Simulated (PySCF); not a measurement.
CH7F2NSi2, SMILES [SiH2](C)N[SiH](F)F.

The structure is a stationary point at B3LYP-D3(BJ)/def2-SVP. The structure was generated by enumeration, and PubChem lists no compound with its InChIKey, so it may never have been made. The values are those of a single conformer.

Two levels are set side by side: PBE/def2-TZVP (PySCF) and HF/def2-TZVP (PySCF). Same geometry, gas phase. Differences are taken from unrounded values.

```tsv
quantity	HF
orbital gap (eV)	14.62
highest occupied level (eV)	-11.48
lowest empty level (eV)	3.14
dipole moment (D)	2.76
mean polarisability (bohr³)	60.4
```

**Question.** What does PBE give, and how far is it from HF? (The exact figures need the calculation; the answer reports its results.)

**Answer.** 
| quantity | PBE | PBE minus HF |
|---|---|---|
| orbital gap (eV) | 6.26 | -8.36 |
| highest occupied level (eV) | -6.73 | 4.75 |
| lowest empty level (eV) | -0.47 | -3.61 |
| dipole moment (D) | 2.58 | -0.18 |
| mean polarisability (bohr³) | 70.0 | 9.5 |

Without exact exchange PBE keeps part of each electron's self-repulsion, which lifts occupied levels and narrows the gap. PBE's more diffuse valence density responds more strongly to a field. Differences between two approximate levels are no errors against the true value.

Rough cost on one machine, each run with all the roots and properties that it gave: HF against PBE about 1/3.
